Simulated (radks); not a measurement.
Values are calculated unless marked as measured or tabulated.
Spherical quantum dot in the effective-mass picture: electrons in a hard-walled sphere of radius 3.67, with a point charge +1 (a donor) at the centre, all in effective atomic units (hartree* = m*/eps^2 hartree, bohr* = eps/m* bohr), one dielectric constant everywhere. Level of theory: non-relativistic Kohn-Sham, r2SCAN, spin-polarised, spherical densities, generalised Kohn-Sham scheme (a radial shooting solver with Libxc functionals). Levels are named by radial order and angular momentum (1s, 1p, 1d, 2s, ...), and open shells are averaged over m. Results are scaled to m* = 0.143 and eps = 11.1, for which hartree* = 31.58 meV and bohr* = 4.108 nm. Each electron was tried in the lowest free levels, single moves between levels near the top were tried too, and the lowest total energy was kept; such a search can miss a lower state. The series stops at N = 32: beyond it a trial failed or the search could not be trusted, so later rows were left out. At N = 1 the Hartree and exchange-correlation terms need not cancel, so that row can carry a self-interaction error.

| N | open shells | 2S | E (meV) | mu = E(N) - E(N-1) (meV) | addition energy mu(N+1) - mu(N) (meV) | e(HOMO) (meV) | rms radius (nm) |
|---|---|---|---|---|---|---|---|
| 1 | 1s(up 1, down 0) | 1 | -14.8808 | -14.881 | 19.49 | -7.4733 | 5.937 |
| 2 | none | 0 | -10.2719 | 4.6089 | 28.93 | 10.754 | 6.754 |
| 3 | 1p(up 1, down 0) | 1 | 23.2672 | 33.539 | 10.18 | 38.478 | 7.872 |
| 4 | 1p(up 2, down 0) | 2 | 66.9866 | 43.719 | 10.82 | 49.073 | 8.432 |
| 5 | 1p(up 3, down 0) | 3 | 121.526 | 54.539 | 15.48 | 60.032 | 8.791 |
| 6 | 1p(up 3, down 1) | 2 | 191.543 | 70.017 | 9.911 | 74.863 | 9.066 |
| 7 | 1p(up 3, down 2) | 1 | 271.471 | 79.928 | 10.44 | 85.093 | 9.277 |
| 8 | none | 0 | 361.834 | 90.363 | 24.33 | 95.664 | 9.448 |
| 9 | 1d(up 1, down 0) | 1 | 476.526 | 114.69 | 10.09 | 119.71 | 9.645 |
| 10 | 1d(up 2, down 0) | 2 | 601.313 | 124.79 | 10.23 | 129.88 | 9.805 |
| 11 | 1d(up 3, down 0) | 3 | 736.332 | 135.02 | 10.30 | 140.16 | 9.941 |
| 12 | 1d(up 4, down 0) | 4 | 881.651 | 145.32 | 10.34 | 150.48 | 10.06 |
| 13 | 1d(up 5, down 0) | 5 | 1037.31 | 155.66 | 14.54 | 160.84 | 10.16 |
| 14 | 1d(up 5, down 1) | 4 | 1207.51 | 170.20 | 9.821 | 175.08 | 10.26 |
| 15 | 1d(up 5, down 2) | 3 | 1387.53 | 180.02 | 9.977 | 184.98 | 10.34 |
| 16 | 1d(up 5, down 3) | 2 | 1577.52 | 190.00 | 10.08 | 195.02 | 10.42 |
| 17 | 1d(up 5, down 4) | 1 | 1777.60 | 200.08 | 10.15 | 205.14 | 10.49 |
| 18 | none | 0 | 1987.83 | 210.23 | 17.91 | 215.32 | 10.55 |
| 19 | 2s(up 1, down 0) | 1 | 2215.98 | 228.14 | 18.78 | 234.85 | 10.51 |
| 20 | 2s(up 1, down 0) 1f(up 1, down 0) | 2 | 2462.91 | 246.93 | 9.948 | 251.86 | 10.58 |
| 21 | 2s(up 1, down 0) 1f(up 2, down 0) | 3 | 2719.78 | 256.88 | 9.976 | 261.83 | 10.64 |
| 22 | 2s(up 1, down 0) 1f(up 3, down 0) | 4 | 2986.64 | 266.85 | 10.00 | 271.83 | 10.70 |
| 23 | 2s(up 1, down 0) 1f(up 4, down 0) | 5 | 3263.49 | 276.86 | 10.03 | 281.85 | 10.75 |
| 24 | 2s(up 1, down 0) 1f(up 5, down 0) | 6 | 3550.38 | 286.88 | 10.04 | 291.89 | 10.80 |
| 25 | 2s(up 1, down 0) 1f(up 6, down 0) | 7 | 3847.30 | 296.92 | 10.05 | 301.93 | 10.85 |
| 26 | 2s(up 1, down 0) 1f(up 7, down 0) | 8 | 4154.27 | 306.97 | 13.94 | 311.98 | 10.89 |
| 27 | 2s(up 1, down 0) 1f(up 7, down 1) | 7 | 4475.18 | 320.91 | 9.785 | 325.74 | 10.93 |
| 28 | 2s(up 1, down 0) 1f(up 7, down 2) | 6 | 4805.88 | 330.70 | 9.822 | 335.55 | 10.97 |
| 29 | 2s(up 1, down 0) 1f(up 7, down 3) | 5 | 5146.40 | 340.52 | 9.860 | 345.41 | 11.01 |
| 30 | 2s(up 1, down 0) 1f(up 7, down 4) | 4 | 5496.78 | 350.38 | 9.891 | 355.29 | 11.05 |
| 31 | 2s(up 1, down 0) 1f(up 7, down 5) | 3 | 5857.05 | 360.27 | 9.914 | 365.20 | 11.08 |
| 32 | 2s(up 1, down 0) 1f(up 7, down 6) | 2 | 6227.24 | 370.19 | - | 375.13 | 11.11 |

All shells are closed at N = 2, 8, 18 (there: 1s2 1p6 1d10); the second difference of the energy has clear peaks (12 % above both neighbours; the first and last values, which can be the largest, are not judged, and half-filled shells can peak too) at N = 2, 5, 8, 13, 26.
